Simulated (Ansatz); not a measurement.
`C[O][AlH][GeH3]` + `F[Si](F)(S)Cl` → `C[O][AlH][SH]` + `F[Si](F)(Cl)[GeH3]`  (redistribution)

Isolated molecules relaxed with PBE0-D4/def2-TZVP in Ansatz; ΔE leaves out vibrations. CBS: MP2 limit from def2 TZ/QZ plus the TZ coupled-cluster correction, frozen cores. Functionals use def2-TZVPP. B3LYP here is the variant with VWN-RPA as its local correlation; programs differ in this. For Ge outer-core shells are correlated without core-valence functions, which leaves a few kJ/mol of doubt a bond. Scalar relativity is left out up to krypton. Each species was taken in one conformer, which may not be the lowest.

```csv
level,ΔE (kJ/mol)
r2SCAN-D4,-40.4
B2PLYP,-42.9
r2SCAN,-40.4
PBE0,-39.4
B3LYP,-43.4
CCSD/def2-TZVPP,-41.1
MP2/def2-QZVPP,-42.1
HF/CBS(def2),-45.5
```

Problem. What does CCSD(T)/CBS give? (Estimate.)

Solution. Computed: -41.1 kJ/mol. The listed levels differ from it by 0.7, -1.8, 0.7, 1.7, -2.3, 0.0, -1.0, -4.4 kJ/mol.

Largest T1 diagnostic among the species: 0.013.

In def2-TZVPP, CCSD(T) changes the Hartree–Fock value by +4.7 kJ/mol (the triples alone add +0.6 kJ/mol) and MP2 by +3.5 kJ/mol.
